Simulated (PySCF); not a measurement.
An unknown shows these calculated signals:

¹H NMR (400 MHz, computed): δ 6.12 (m, 2H), 4.93 (m, 1H).

¹³C{¹H} NMR (computed): δ 171.1 (C), 132.2 (C), 100.2 (CH2), 84.0 (CH).

- geometry: GFN2-xTB
- shielding tensors at PBE0/pcSseg-1 (GIAO)
- run in PySCF
- non-relativistic Hamiltonian, rapidly exchanging positions averaged, a single conformation, gas phase

Shifts are taken against calculated references (same method and geometry level): ¹H (σref 31.72) and ¹³C (σref 186.93) against TMS.

Question: Which of these does the molecule contain: an OH group, a non-aromatic C=C double bond, a CF3 group, an aldehyde, a benzene ring?

Answer: 
- An OH group: no.
- A non-aromatic C=C double bond: yes.
- A CF3 group: yes (δC 132.2).
- An aldehyde: no.
- A benzene ring: no.

The data belong to SMILES FCO/C(F)=C\C(F)(F)F, C4H3F5O; they needn't prove each group on their own.

Carbon signals by region: 1 in the far downfield region (above 160 ppm), 2 in the sp2 and nitrile region (100–160 ppm), 1 at 50–100 ppm. Above 160 ppm: 171.1, alkene carbon bearing oxygen.

Splittings by ¹⁹F in the carbon and heteronuclear signals aren't shown, as no couplings were computed. Shifts are as computed. Against solution values, carbons near 30 ppm lie about +3 ppm off and those near 130 ppm about +5 ppm. Of 1211 compounds with measured shifts, 218 miss one by over three times the rms of a fit or turn the order of signals round; such compounds aren't used in these exercises. No couplings were computed; multiplicities are counted from neighbouring protons, with m where these are inequivalent, close in shift, in a saturated or five-membered ring or joined by F or P, and br s for small geminal =CH2 splittings.
